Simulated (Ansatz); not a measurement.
C5H4BN3O2, SMILES N#Cc1nccc(B(O)O)n1. Heavy atoms are numbered as in [N:1]#[C:2][c:3]1[n:4][cH:5][cH:6][c:7]([B:8]([OH:9])[OH:10])[n:11]1.

Calculation: PBE-D3(BJ)/def2-SVP run with Ansatz (a first-principles code).

Bond lengths of the relaxed neutral molecule (Å): N1–C2 1.172, C2–C3 1.451, C3–N4 1.346, C3–N11 1.343, N4–C5 1.339, C5–C6 1.404, C6–C7 1.408, C7–B8 1.606, C7–N11 1.357, B8–O9 1.356, B8–O10 1.366.

Question: How do the bond lengths change in the relaxed lowest triplet? (An estimate is asked for; the answer gives what the named calculation found.)

Answer: 
```tsv
bond	neutral (Å)	triplet (Å)
N1–C2	1.172	1.181
C2–C3	1.451	1.408
C3–N4	1.346	1.401
C3–N11	1.343	1.351
N4–C5	1.339	1.314
C5–C6	1.404	1.406
C6–C7	1.408	1.459
C7–B8	1.606	1.605
C7–N11	1.357	1.308
B8–O9	1.356	1.361
B8–O10	1.366	1.365
```
